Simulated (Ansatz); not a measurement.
`N[SiH2]B(F)F` → `FBF` + `N[SiH]` at 400 K and 1 bar (silylene formation by 1,1-elimination).

Computed with Ansatz on PBE0-D4/def2-TZVP structures; ΔE is electronic, products minus reactants. CCSD(T)/CBS adds triple-zeta CCSD(T) − MP2 to the extrapolated MP2 energy (def2 sets, frozen cores). This one scheme is used for every species. Each species was taken in one conformer, which may not be the lowest.

```json
{"species": "`N[SiH2]B(F)F`", "CCSD(T)/CBS energy (Eh)": "-570.70466", "H − E (kJ/mol)": "171.1", "S (J/(mol·K))": "389.7"}
{"species": "`FBF`", "CCSD(T)/CBS energy (Eh)": "-225.09427", "H − E (kJ/mol)": "62.5", "S (J/(mol·K))": "257.9"}
{"species": "`N[SiH]`", "CCSD(T)/CBS energy (Eh)": "-345.56329", "H − E (kJ/mol)": "104.6", "S (J/(mol·K))": "261.0"}
```

H − E and S are ideal-gas, rigid-rotor, harmonic terms from PBE0-D4/def2-TZVP, for one conformer and one mirror image of each species. 1 Eh = 2625.50 kJ/mol, R = 8.31446 J/(mol·K).

Task: By hand: ΔE, ΔH, ΔS and ΔG.

Result: ΔE = (-225.09427) + (-345.56329) − (-570.70466) = 0.04710 Eh = 123.7 kJ/mol. Δ(H − E) = 62.5 + 104.6 − 171.1 = -4.0, so ΔH = 119.7 kJ/mol. ΔS = 257.9 + 261.0 − 389.7 = 129.2 J/(mol·K). ΔG = 119.7 − 400 × (129.2)/1000 = 68.0 kJ/mol.

Task: By hand: the equilibrium constant, and the temperature at which ΔG would vanish if ΔH and ΔS stayed fixed.

Result: log₁₀ K = −ΔG/(RT ln 10) = -8.9. ΔG = 0 at ΔH/ΔS = 926 K.

The number of gas molecules changes by +1, which sets the sign of ΔS. A doubt of 5 kJ/mol in ΔE shifts log₁₀ K by 0.7 here. Other conformers and mirror images would add mixing entropy, several J/(mol·K) or more a flexible species. Modes under 60 cm⁻¹, often nearly free rotors, make the harmonic entropy too high. These are equilibria of isolated gas molecules and say nothing of rates. Largest T1 diagnostic: 0.015 (customary marks: 0.02 for closed shells, 0.045 for open ones).
